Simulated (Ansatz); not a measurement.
Input file for Ansatz (a first-principles code): R-RI-MP2/aug-cc-pV(Q+d)Z on HCl (SMILES Cl). Files ending in .json are basis or fitting sets from the Basis Set Exchange.

Ansatz 0.2 input:
```yaml
crystal:
  periodic: [false, false, false]
  atoms:
    - {symbol: Cl, position_ang: [0.97051337, 1.14427676, 0.16513436]}
    - {symbol: H, position_ang: [0.76777779, 0.40121633, 1.31594875]}
basis:
  gaussian:
    orbitals: aug-cc-pV_Q+d_Z.json
    fitting: {mean_field: def2-universal-JKFIT, correlation: aug-cc-pVQZ-RIFIT.json}
magnetization: {spin_polarized: false}
correlation: {method: mp2, electrons: outside_noble_gas}
scf: {lower_state_search: off}
```

The log:

```
WARN ansatz: RAYON_NUM_THREADS=1 ignored (pool sized by the plan → 1); use --threads N
Functional definition: HF
these checks for a lower state are left out or cut short: stability, starts, cluster_reference, orbital_swaps, neighbouring_geometries, increment
integrals: 0.03 GiB planned
146 factors; integrals over basis functions are off by at most 6.6e0 eV
274 factors; integrals over basis functions are off by at most 7.4e-1 eV
mean field: 0.13 GiB planned
mean field evaluation 1: about -12519.6156 eV, gradient 1.1e1 eV
mean field evaluation 2: about -12520.0147 eV, gradient 4.9e0 eV
mean field evaluation 4: about -12520.0760 eV, gradient 3.9e-1 eV
mean field evaluation 8: about -12520.0772 eV, gradient 1.5e-6 eV
mean field -12520.07718500 eV, -460.1043501357 hartree, gradient 1.5e-6 eV, S^2 0.000000; 0 other end points of the search recorded, 0 dependent functions left out
5 core orbitals not correlated
reference -12520.07718500 eV, -460.1043501357 hartree; 4, 4 occupied and 126, 126 virtual orbitals, 274 factors
second order -6.16090730 eV of doubles, -0.00000000 eV of singles
Total energy: -12526.23809230 eV, -460.3307593028 hartree
Checks for a lower state left out: stability, starts, cluster_reference, orbital_swaps, neighbouring_geometries, increment
```

The run converged.

Cost: about 0.6 core-seconds (a rough figure).
